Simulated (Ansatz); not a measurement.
**Nudged elastic band run: C$_{2}$H$_{8}$O$_{2}$Si**

The input (input.yaml):

```yaml
crystal:
  periodic: [false, false, false]
  atoms:
    - { symbol: O, position_ang: [-1.115398, 1.874597, 1.048955] }
    - { symbol: C, position_ang: [-0.813101, 0.506372, 0.907785] }
    - { symbol: C, position_ang: [0.396767, 0.318962, -0.012608] }
    - { symbol: O, position_ang: [0.171789, 1.049142, -1.238702] }
    - { symbol: Si, position_ang: [0.885177, -1.495499, -0.397519] }
    - { symbol: H, position_ang: [-0.963737, 2.244514, 0.152778] }
    - { symbol: H, position_ang: [-0.604023, 0.083408, 1.914276] }
    - { symbol: H, position_ang: [-1.680554, -0.075771, 0.490426] }
    - { symbol: H, position_ang: [1.266456, 0.826535, 0.460484] }
    - { symbol: H, position_ang: [-0.514956, 0.564019, -1.73865] }
    - { symbol: H, position_ang: [1.003934, -2.325254, 0.853178] }
    - { symbol: H, position_ang: [-0.195141, -2.079067, -1.273887] }
    - { symbol: H, position_ang: [2.183287, -1.52656, -1.151515] }
basis:
  gaussian: { orbitals: def2-SVP }
hamiltonian:
  xc: pbe
  dispersion: d4
neb:
  order_check: false
  images: 7
  f_tol: 0.05
  max_iterations: 60
  final_atoms:
    - { symbol: O, position_ang: [-1.23723414, 1.83550195, 1.30868604] }
    - { symbol: C, position_ang: [-1.0530996, 0.51372591, 0.82066327] }
    - { symbol: C, position_ang: [0.26851911, 0.23142162, 0.23560881] }
    - { symbol: O, position_ang: [0.24870954, 1.03972679, -1.29109417] }
    - { symbol: Si, position_ang: [0.85454184, -1.48598864, -0.14999052] }
    - { symbol: H, position_ang: [-0.34006507, 2.09391596, 1.60387332] }
    - { symbol: H, position_ang: [-1.11673014, -0.26288296, 1.6391574] }
    - { symbol: H, position_ang: [-1.94444452, 0.30918668, 0.17111737] }
    - { symbol: H, position_ang: [1.20416211, 1.15873785, -1.46902038] }
    - { symbol: H, position_ang: [-0.11775225, 0.50969492, -2.03959361] }
    - { symbol: H, position_ang: [1.14061097, -2.20557578, 1.13987118] }
    - { symbol: H, position_ang: [-0.02615471, -2.39885053, -1.00816208] }
    - { symbol: H, position_ang: [2.13943685, -1.37321576, -0.94611564] }
  initial_path:
    images:
      - { positions_ang: [[-1.115398, 1.874597, 1.048955], [-0.813101, 0.506372, 0.907785], [0.396767, 0.318962, -0.012608], [0.171789, 1.049142, -1.238702], [0.885177, -1.495499, -0.397519], [-0.963737, 2.244514, 0.152778], [-0.604023, 0.083408, 1.914276], [-1.680554, -0.075771, 0.490426], [1.266456, 0.826535, 0.460484], [-0.514956, 0.564019, -1.73865], [1.003934, -2.325254, 0.853178], [-0.195141, -2.079067, -1.273887], [2.183287, -1.52656, -1.151515]] }
      - { positions_ang: [[-1.09708766, 1.83581312, 1.08216176], [-0.82660156, 0.47589254, 0.8991736], [0.39063756, 0.30292015, -0.00948805], [0.20108944, 1.06456843, -1.21525802], [0.88667918, -1.51010916, -0.38153885], [-0.92013106, 2.25270046, 0.20945795], [-0.64204756, 0.02412102, 1.89255356], [-1.68730433, -0.04662064, 0.45111585], [1.22882173, 0.93638702, 0.29696565], [-0.50044991, 0.59452114, -1.72698314], [1.00458973, -2.31737046, 0.88556233], [-0.18578667, -2.10351261, -1.23486616], [2.1680911, -1.543913, -1.13385547]] }
      - { positions_ang: [[-1.07877731, 1.79702924, 1.11536851], [-0.84010213, 0.44541309, 0.89056221], [0.38450812, 0.2868783, -0.00636811], [0.23038989, 1.07999486, -1.19181404], [0.88818137, -1.52471932, -0.36555869], [-0.87652512, 2.26088692, 0.2661379], [-0.68007212, -0.03516596, 1.87083112], [-1.69405466, -0.01747028, 0.41180571], [1.19118746, 1.04623904, 0.13344729], [-0.48594382, 0.62502328, -1.71531628], [1.00524547, -2.30948693, 0.91794665], [-0.17643234, -2.12795822, -1.19584533], [2.15289521, -1.56126601, -1.11619594]] }
      - { positions_ang: [[-1.06046697, 1.75824535, 1.14857527], [-0.85360269, 0.41493363, 0.88195081], [0.37837868, 0.27083645, -0.00324816], [0.25969033, 1.09542128, -1.16837007], [0.88968355, -1.53932949, -0.34957854], [-0.83291918, 2.26907338, 0.32281785], [-0.71809668, -0.09445294, 1.84910868], [-1.70080499, 0.01168008, 0.37249556], [1.15355319, 1.15609106, -0.03007106], [-0.47143773, 0.65552542, -1.70364942], [1.0059012, -2.30160339, 0.95033098], [-0.16707802, -2.15240383, -1.15682449], [2.13769931, -1.57861901, -1.09853642]] }
      - { positions_ang: [[-1.04215662, 1.71946147, 1.18178203], [-0.86710325, 0.38445418, 0.87333941], [0.37224923, 0.2547946, -0.00012821], [0.28899077, 1.11084771, -1.14492609], [0.89118573, -1.55393965, -0.33359838], [-0.78931324, 2.27725984, 0.3794978], [-0.75612124, -0.15373992, 1.82738624], [-1.70755533, 0.04083044, 0.33318542], [1.11591892, 1.26594308, -0.19358941], [-0.45693163, 0.68602756, -1.69198256], [1.00655693, -2.29371985, 0.9827153], [-0.15772369, -2.17684944, -1.11780366], [2.12250342, -1.59597201, -1.08087689]] }
      - { positions_ang: [[-1.090926, 1.74847159, 1.21350803], [-0.91360234, 0.41677211, 0.86017037], [0.3463167, 0.24895135, 0.05880604], [0.27892046, 1.09306748, -1.18146811], [0.88202476, -1.5369519, -0.28769642], [-0.6770012, 2.23142387, 0.68559168], [-0.84627346, -0.18102568, 1.78032903], [-1.76677763, 0.1079195, 0.29266841], [1.13797972, 1.23914177, -0.51244715], [-0.37213679, 0.6419444, -1.77888532], [1.04007044, -2.27168384, 1.02200427], [-0.12483144, -2.23234971, -1.09039326], [2.12673678, -1.54028295, -1.04718658]] }
      - { positions_ang: [[-1.13969538, 1.77748171, 1.24523404], [-0.96010143, 0.44909004, 0.84700134], [0.32038417, 0.24310811, 0.1177403], [0.26885016, 1.07528725, -1.21801013], [0.87286379, -1.51996414, -0.24179445], [-0.56468916, 2.1855879, 0.99168556], [-0.93642569, -0.20831144, 1.73327182], [-1.82599993, 0.17500856, 0.25215139], [1.16004052, 1.21234046, -0.83130489], [-0.28734194, 0.59786124, -1.86578808], [1.07358395, -2.24964782, 1.06129324], [-0.0919392, -2.28784998, -1.06298287], [2.13097014, -1.48459389, -1.01349626]] }
      - { positions_ang: [[-1.18846476, 1.80649183, 1.27696004], [-1.00660051, 0.48140797, 0.8338323], [0.29445164, 0.23726486, 0.17667455], [0.25877985, 1.05750702, -1.25455215], [0.86370281, -1.50297639, -0.19589248], [-0.45237711, 2.13975193, 1.29777944], [-1.02657791, -0.2355972, 1.68621461], [-1.88522222, 0.24209762, 0.21163438], [1.18210131, 1.18553916, -1.15016263], [-0.2025471, 0.55377808, -1.95269085], [1.10709746, -2.2276118, 1.10058221], [-0.05904695, -2.34335026, -1.03557247], [2.13520349, -1.42890482, -0.97980595]] }
      - { positions_ang: [[-1.23723414, 1.83550195, 1.30868604], [-1.0530996, 0.51372591, 0.82066327], [0.26851911, 0.23142162, 0.23560881], [0.24870954, 1.03972679, -1.29109417], [0.85454184, -1.48598864, -0.14999052], [-0.34006507, 2.09391596, 1.60387332], [-1.11673014, -0.26288296, 1.6391574], [-1.94444452, 0.30918668, 0.17111737], [1.20416211, 1.15873785, -1.46902038], [-0.11775225, 0.50969492, -2.03959361], [1.14061097, -2.20557578, 1.13987118], [-0.02615471, -2.39885053, -1.00816208], [2.13943685, -1.37321576, -0.94611564]] }
```

Command:

```bash
$ ansatz run input.yaml --threads 2 --pin off --max-ram 3072MiB --backend cpu --events-out ev --progress --plain --runs-dir out
```

Output, in part (warnings, iteration lines, the closing report on the highest movable image, with atoms numbered from 0):

```
NEB end point (image 0): max|allowed force component| = 7.234e-3 eV/Å (the criterion of neb.relax_end_points is 1.000e-2)
NEB end point (image 8): max|allowed force component| = 1.932e-2 eV/Å (the criterion of neb.relax_end_points is 1.000e-2)
NEB iter   1: max|band force component| = 2.001e1 eV/Å  barrier→ = 6.3623 eV  barrier← = 3.0742 eV  Δτ_max = 0.2000 Å  (262 SCF iters)
NEB iter   2: max|band force component| = 3.383e0 eV/Å  barrier→ = 3.8473 eV  barrier← = 0.5591 eV  Δτ_max = 0.2000 Å  (229 SCF iters)
NEB iter   3: max|band force component| = 2.195e0 eV/Å  barrier→ = 3.7538 eV  barrier← = 0.4657 eV  Δτ_max = 0.1978 Å  (215 SCF iters)
NEB iter   4: max|band force component| = 1.633e0 eV/Å  barrier→ = 3.5619 eV  barrier← = 0.2737 eV  Δτ_max = 0.1952 Å  (227 SCF iters)
NEB iter   5: max|band force component| = 1.415e0 eV/Å  barrier→ = 3.3580 eV  barrier← = 0.0699 eV  Δτ_max = 0.1975 Å  (227 SCF iters)
NEB iter   6: max|band force component| = 7.429e-1 eV/Å  barrier→ = 3.3207 eV  barrier← = 0.0326 eV  Δτ_max = 0.1994 Å  (210 SCF iters)
NEB iter   7: max|band force component| = 1.021e0 eV/Å  barrier→ = 3.3080 eV  barrier← = 0.0198 eV  Δτ_max = 0.0986 Å  (225 SCF iters)
NEB iter   8: max|band force component| = 5.441e-1 eV/Å  barrier→ = 3.3007 eV  barrier← = 0.0125 eV  Δτ_max = 0.1014 Å  (205 SCF iters)
NEB iter   9: max|band force component| = 3.097e-1 eV/Å  barrier→ = 3.2991 eV  barrier← = 0.0109 eV  CI = image 7  Δτ_max = 0.0990 Å  (210 SCF iters)
NEB iter  10: max|band force component| = 1.786e-1 eV/Å  barrier→ = 3.2964 eV  barrier← = 0.0082 eV  CI = image 7  Δτ_max = 0.1020 Å  (206 SCF iters)
NEB iter  11: max|band force component| = 1.975e-1 eV/Å  barrier→ = 3.2950 eV  barrier← = 0.0068 eV  CI = image 7  Δτ_max = 0.0502 Å  (208 SCF iters)
NEB iter  12: max|band force component| = 1.739e-1 eV/Å  barrier→ = 3.2928 eV  barrier← = 0.0047 eV  CI = image 7  Δτ_max = 0.0502 Å  (213 SCF iters)
NEB iter  13: max|band force component| = 1.495e-1 eV/Å  barrier→ = 3.2920 eV  barrier← = 0.0038 eV  CI = image 7  Δτ_max = 0.0500 Å  (212 SCF iters)
NEB iter  14: max|band force component| = 1.648e-1 eV/Å  barrier→ = 3.2918 eV  barrier← = 0.0037 eV  CI = image 7  Δτ_max = 0.0250 Å  (212 SCF iters)
NEB iter  15: max|band force component| = 1.632e-1 eV/Å  barrier→ = 3.2916 eV  barrier← = 0.0035 eV  CI = image 7  Δτ_max = 0.0251 Å  (217 SCF iters)
NEB iter  16: max|band force component| = 1.739e-1 eV/Å  barrier→ = 3.2916 eV  barrier← = 0.0034 eV  CI = image 7  Δτ_max = 0.0125 Å  (212 SCF iters)
NEB iter  17: max|band force component| = 1.408e-1 eV/Å  barrier→ = 3.2915 eV  barrier← = 0.0034 eV  CI = image 7  Δτ_max = 0.0125 Å  (217 SCF iters)
NEB iter  18: max|band force component| = 1.573e-1 eV/Å  barrier→ = 3.2915 eV  barrier← = 0.0034 eV  CI = image 7  Δτ_max = 0.0251 Å  (203 SCF iters)
NEB iter  19: max|band force component| = 9.763e-2 eV/Å  barrier→ = 3.2915 eV  barrier← = 0.0033 eV  CI = image 7  Δτ_max = 0.0503 Å  (207 SCF iters)
NEB iter  20: max|band force component| = 1.869e-1 eV/Å  barrier→ = 3.2915 eV  barrier← = 0.0033 eV  CI = image 7  Δτ_max = 0.0251 Å  (198 SCF iters)
NEB iter  21: max|band force component| = 1.022e-1 eV/Å  barrier→ = 3.2915 eV  barrier← = 0.0033 eV  CI = image 7  Δτ_max = 0.0251 Å  (202 SCF iters)
NEB iter  22: max|band force component| = 2.896e-2 eV/Å  barrier→ = 3.2915 eV  barrier← = 0.0033 eV  CI = image 7  Δτ_max = 0.0000 Å  (413 SCF iters)
Total energy: -14153.59996543 eV, -520.1352050750 hartree
Atom 0 at    -1.246839     1.822517     1.320318 Å, force     0.000204     0.000075    -0.000307 eV/Å
Atom 1 at    -1.057109     0.502544     0.834497 Å, force    -0.001207    -0.000493     0.000949 eV/Å
Atom 2 at     0.259819     0.218311     0.248597 Å, force     0.000888     0.003328    -0.000804 eV/Å
Atom 3 at     0.207824     1.052863    -1.350430 Å, force    -0.001462    -0.000884    -0.000162 eV/Å
Atom 4 at     0.823841    -1.502734    -0.168347 Å, force     0.000866    -0.002417    -0.000593 eV/Å
Atom 5 at    -0.348909     2.093328     1.602023 Å, force    -0.000180    -0.000154    -0.000028 eV/Å
Atom 6 at    -1.091494    -0.271473     1.660910 Å, force    -0.000195    -0.000382     0.000767 eV/Å
Atom 7 at    -1.953663     0.277454     0.203319 Å, force     0.000423    -0.000140    -0.000011 eV/Å
Atom 8 at     1.136667     1.361215    -1.345664 Å, force     0.001634     0.000723     0.000328 eV/Å
Atom 9 at     0.129933     0.433908    -2.110608 Å, force    -0.000290     0.000022    -0.000638 eV/Å
Atom 10 at     1.232856    -2.188409     1.107645 Å, force    -0.000283    -0.000082     0.000021 eV/Å
Atom 11 at    -0.108755    -2.453079    -0.919346 Å, force    -0.000262     0.000440    -0.000068 eV/Å
Atom 12 at     2.036330    -1.381048    -1.067913 Å, force    -0.000136    -0.000037     0.000543 eV/Å
Dipole moment:     0.319289     0.089393    -0.709623 e Å
```

The run converged. Neighbouring images differ by up to 2.6 eV, so the band resolves the path poorly. The top lies less than 8 meV above the higher end, about what the thresholds resolve: that end is a shoulder or a very shallow well. A vibrational analysis at the climbing image gives one clearly imaginary mode, 134i cm⁻¹: a first-order saddle point. The orbitals stay closed-shell, which can raise the energy where a bond breaks towards radicals; this wasn't checked here.

Final band (atoms are numbered from 1 in the order of the input):

| image | path coordinate (Å) | energy (eV) | C3–H9 (Å) | O4–H9 (Å) |
| --- | --- | --- | --- | --- |
| 0 | 0.00 | 0.00 | 1.11 | 2.03 |
| 1 | 0.74 | 0.11 | 1.11 | 2.03 |
| 2 | 1.48 | 0.23 | 1.12 | 2.03 |
| 3 | 2.22 | 0.23 | 1.13 | 2.11 |
| 4 | 2.97 | 0.21 | 1.12 | 2.11 |
| 5 | 3.72 | 0.66 | 1.11 | 1.90 |
| 6 | 4.46 | 3.23 | 1.36 | 1.22 |
| 7 | 5.21 | 3.29 | 2.15 | 0.98 |
| 8 | 5.65 | 3.29 | 2.15 | 0.98 |

Run time: 2.9 min on 2 threads of Intel(R) Xeon(R) 6975P-C (Granite Rapids), on a shared host, peak memory 0.17 GiB.
